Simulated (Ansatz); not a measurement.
`[CH3][SbH][SiH3]` → `[CH3][SbH]`• + `[SiH3]`•  (homolysis of the Sb–Si bond)

Isolated molecules relaxed with PBE0-D4/def2-TZVP in Ansatz; ΔE leaves out vibrations. CCSD(T)/CBS is the MP2 limit (def2-TZVPP, def2-QZVPP) plus CCSD(T) − MP2 in def2-TZVPP, frozen cores. This one scheme is used for every species. Functionals use def2-TZVPP. HSE06 is defined as in plane-wave codes. Open shells (•) are unrestricted, without spin–orbit coupling. def2 core potentials past Kr. For Sb outer-core shells are correlated without core-valence functions, which leaves a few kJ/mol of doubt a bond.

`[CH3][SbH][SiH3]`:

Cartesian coordinates in Å:
```
C -1.338 0.491 -1.014
Sb -0.462 1.100 0.875
Si 1.571 -0.453 0.629
H -1.321 -0.592 -1.124
H -0.770 0.951 -1.823
H -2.365 0.850 -1.052
H -1.285 -0.090 1.789
H 2.278 -0.586 1.931
H 2.516 0.135 -0.360
H 1.177 -1.807 0.151
```

`[CH3][SbH]`•:

```xyz
6

C    -0.055   -0.240   -0.570
Sb    1.045    0.776    0.989
H    -0.351   -1.232   -0.228
H     0.580   -0.334   -1.450
H    -0.948    0.330   -0.826
H    -0.272    0.700    2.086
```

`[SiH3]`•:

Cartesian coordinates in Å:
```
Si -0.204 0.174 -0.205
H -0.166 -1.229 -0.694
H -0.772 0.252 1.165
H 1.142 0.802 -0.266
```

```
          level  ΔE (eV)  difference from CCSD(T)/CBS
    LDA (SPW92)     3.03                         0.30
      revPBE-D4     2.51                        -0.22
     r2SCANh-D4     2.45                        -0.28
       HSE06-D4     2.59                        -0.14
          HSE06     2.51                        -0.22
          BHLYP     2.35                        -0.38
        LC-ωPBE     2.43                        -0.30
 MP2/def2-TZVPP     2.63                        -0.10
CCSD/def2-TZVPP     2.45                        -0.28
  MP2/CBS(def2)     2.81                         0.08
    CCSD(T)/CBS     2.73                            0
```

Largest T1 diagnostic among the species: 0.015.

From BLYP to BHLYP (50 % exact exchange), in def2-TZVPP and without D4, ΔE moves by +0.05 eV. The D4 term adds +0.15 eV with B3LYP and +0.08 eV with PBE0; it sums over pairs of atoms, weighted by their polarisabilities, and B3LYP, whose exchange is more repulsive, gets the larger term.

B3LYP here is the variant with VWN-RPA as its local correlation; programs differ in this.
